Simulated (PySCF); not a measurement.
C5H7F3SSi2, SMILES FC(F)(F)[SiH2][SiH2]c1cccs1 (GFN2-xTB optimised geometry):

```
18

F     -2.518    -3.403    -1.000
C     -1.661    -3.455     0.046
F     -1.115    -4.684     0.019
F     -2.434    -3.412     1.154
Si    -0.363    -2.009     0.002
Si    -1.661    -0.087    -0.004
C     -0.463     1.354     0.000
C      0.903     1.354     0.000
C      1.473     2.643     0.000
C      0.531     3.622     0.000
S     -1.061     2.982    -0.001
H      0.467    -2.332     1.167
H      0.423    -2.361    -1.185
H     -2.517     0.025    -1.195
H     -2.531     0.029     1.176
H      1.484     0.447     0.000
H      2.531     2.833     0.000
H      0.673     4.684    -0.001
```

Method: B3LYP/def2-SVP run with PySCF 2.14.0.

Q: What are the frontier orbital energies and the dipole moment?

A: HOMO-2 -8.60 eV, HOMO-1 -7.30 eV, HOMO -6.93 eV, LUMO -1.12 eV, LUMO+1 -0.83 eV; dipole moment 3.43 D.

Meta-Löwdin charges at B3LYP/def2-SVP: F1 -0.27, C2 0.56, F3 -0.26, F4 -0.27, Si5 0.36, Si6 0.41, C7 -0.34, C8 -0.12, C9 -0.13, C10 -0.22, S11 0.27, H12 -0.07, H13 -0.07, H14 -0.08, H15 -0.08, H16 0.10, H17 0.11, H18 0.13.
